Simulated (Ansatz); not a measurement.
Calculation: Ansatz (a first-principles code) with frozen-core CCSD(T)/cc-pVDZ // B3LYP-D3(BJ)/def2-SVP. The restricted HF reference is unstable towards unrestricted orbitals.

Ansatz 0.2 input:
```yaml
crystal:
  periodic: [false, false, false]
  atoms:
    - { symbol: B, position_ang: [3.272525, -0.837271, 0.689852] }
    - { symbol: C, position_ang: [1.901279, -0.23277, 0.352908] }
    - { symbol: C, position_ang: [0.752095, -1.054577, 0.206989] }
    - { symbol: C, position_ang: [-0.51494, -0.555935, -0.097924] }
    - { symbol: C, position_ang: [-1.693149, -1.428451, -0.236827] }
    - { symbol: C, position_ang: [-1.837646, -2.655318, 0.284686] }
    - { symbol: C, position_ang: [-0.641118, 0.851008, -0.284812] }
    - { symbol: C, position_ang: [-1.811125, 1.626732, -0.599077] }
    - { symbol: C, position_ang: [-1.550315, 2.963466, -0.698965] }
    - { symbol: S, position_ang: [0.116945, 3.369183, -0.41394] }
    - { symbol: C, position_ang: [0.508195, 1.680243, -0.145918] }
    - { symbol: C, position_ang: [1.75966, 1.157929, 0.170745] }
    - { symbol: H, position_ang: [3.396829, -2.030099, 0.832706] }
    - { symbol: H, position_ang: [4.237385, -0.121533, 0.816459] }
    - { symbol: H, position_ang: [0.879007, -2.133012, 0.321047] }
    - { symbol: H, position_ang: [-2.522283, -1.019203, -0.823213] }
    - { symbol: H, position_ang: [-1.066824, -3.119349, 0.906315] }
    - { symbol: H, position_ang: [-2.746355, -3.236053, 0.109727] }
    - { symbol: H, position_ang: [-2.806632, 1.207286, -0.737993] }
    - { symbol: H, position_ang: [-2.262188, 3.75623, -0.926528] }
    - { symbol: H, position_ang: [2.628654, 1.811491, 0.273762] }
basis:
  gaussian: { orbitals: cc-pVDZ }
correlation:
  method: ccsd_t
```

Output:

```
Functional definition: HF
2033 factors; integrals over basis functions are off by at most 1.1e-3 eV
mean field evaluation 1: about -21929.6521 eV, gradient 4.0e1 eV
mean field evaluation 2: about -21930.1997 eV, gradient 4.0e1 eV
mean field evaluation 4: about -21935.8973 eV, gradient 7.0e0 eV
mean field evaluation 8: about -21936.0681 eV, gradient 4.6e-1 eV
mean field evaluation 16: about -21929.6527 eV, gradient 4.0e1 eV
mean field evaluation 32: about -21926.6140 eV, gradient 2.3e0 eV
mean field -21936.07020489 eV, -806.1357112273 hartree, gradient 1.9e-6 eV, S^2 0.000000; 0 other end points of the search recorded, 0 dependent functions left out; unrestricted orbitals would lower it
16 core orbitals not correlated
reference -21936.07020489 eV, -806.1357112273 hartree; 29, 29 occupied and 172, 172 virtual orbitals, 2033 factors
second order -41.28232311 eV of doubles, -0.00000000 eV of singles
cycle   1  -41.55375556 eV  change   -2.7e-1 eV  update   1.7e-1
cycle   2  -42.83891498 eV  change    -1.3e0 eV  update   5.6e-2
cycle   3  -43.14436236 eV  change   -3.1e-1 eV  update   2.6e-2
cycle   4  -43.14391785 eV  change    4.4e-4 eV  update   7.7e-3
cycle   5  -43.14524211 eV  change   -1.3e-3 eV  update   4.3e-3
cycle   6  -43.14680050 eV  change   -1.6e-3 eV  update   1.4e-3
cycle   7  -43.14606373 eV  change    7.4e-4 eV  update   7.7e-4
cycle   8  -43.14582521 eV  change    2.4e-4 eV  update   3.6e-4
cycle   9  -43.14589502 eV  change   -7.0e-5 eV  update   1.7e-4
cycle  10  -43.14586039 eV  change    3.5e-5 eV  update   6.7e-5
perturbative correction -2.03023163 eV, -0.0746096364 hartree
Total energy: -21981.24629692 eV, -807.7959019879 hartree
```

Cost: very roughly 22 core-minutes.
